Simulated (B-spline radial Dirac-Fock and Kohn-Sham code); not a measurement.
A summary of the ionisation energies of promethium (Z = 61) against charge, from ΔSCF Dirac-Fock with Breit, self-energy and vacuum polarisation, finite nucleus, configuration average and from the NIST table. The largest relative steps of the computed values, from charge +5 on, come at Pm¹⁵⁺ (46 electrons left, 268.3 to 432.3 eV); Pm³³⁺ (28 electrons left, 1307.3 to 2261.2 eV); Pm⁵¹⁺ (10 electrons left, 4476.2 to 10306.6 eV); Pm⁵⁹⁺ (2 electrons left, 12797.0 to 52141.1 eV). The median of |NIST − computed| / NIST over the 61 ions is 0.99 %.

```csv
charge,computed (eV),NIST (eV)
0,4.62,5.58187
4,69.58,61.7
8,128.6,138
12,222.9,229
16,466.4,462
20,609.6,609
24,763.4,767
28,1050.3,1040
32,1307.3,1308.7
36,2560.2,2549
40,2980.7,2997
44,3663.7,3613
48,4067.0,4166
52,10583.8,10378
56,11724.2,12136
60,53346.3,53346.31
```
